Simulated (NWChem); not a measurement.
Species: formate (CHO₂ anion); SMILES O=C[O-]

Results from NWChem. Sets without diffuse functions describe the anion's extra electron poorly. All runs use the structure optimised with B3LYP/def2-SVPD.

Task: Order these by “highest occupied level (eV)”, lowest first: PBE0/aug-cc-pVDZ; PBE0/cc-pVTZ; PBE0/cc-pVQZ; PBE0/cc-pVDZ.

Result: PBE0/aug-cc-pVDZ (-1.17), PBE0/cc-pVQZ (-0.93), PBE0/cc-pVTZ (-0.67), PBE0/cc-pVDZ (-0.02)
